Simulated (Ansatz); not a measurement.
Input file for Ansatz (a quantum-chemistry and plane-wave program): R-B3LYP-D3(BJ)/def2-TZVP on C2H6OSn (SMILES C[O][Sn][CH3]). Elements past Kr take the def2 small-core potentials; no spin–orbit coupling.

Ansatz 0.2 input:
```yaml
crystal:
  periodic: [false, false, false]
  atoms:
    - {symbol: C, position_ang: [-2.14496506, -0.06843881, 0.19104588]}
    - {symbol: O, position_ang: [-0.76690620, -0.01786843, -0.02170680]}
    - {symbol: Sn, position_ang: [0.93615229, 0.06596175, 1.12810808]}
    - {symbol: C, position_ang: [2.22642461, 0.06787147, -0.72759293]}
    - {symbol: H, position_ang: [-2.61674374, 0.77732588, -0.31749671]}
    - {symbol: H, position_ang: [-2.54160936, -0.99317904, -0.23803198]}
    - {symbol: H, position_ang: [-2.42205753, -0.03253493, 1.24972858]}
    - {symbol: H, position_ang: [2.87146752, -0.81262381, -0.78079700]}
    - {symbol: H, position_ang: [2.87731738, 0.94420097, -0.77994175]}
    - {symbol: H, position_ang: [1.58092009, 0.06928496, -1.60569457]}
basis:
  gaussian:
    orbitals: def2-TZVP
hamiltonian:
  xc: b3lyp
  dispersion: d3bj
relax: {f_tol: 0.003, max_steps: 120}
scf: {lower_state_search: off}
```

Predict the final total energy.

-369.5100 hartree.

How many basis functions does it have, and what does it roughly cost on one machine?

179 functions; roughly 2.8 core-minutes.
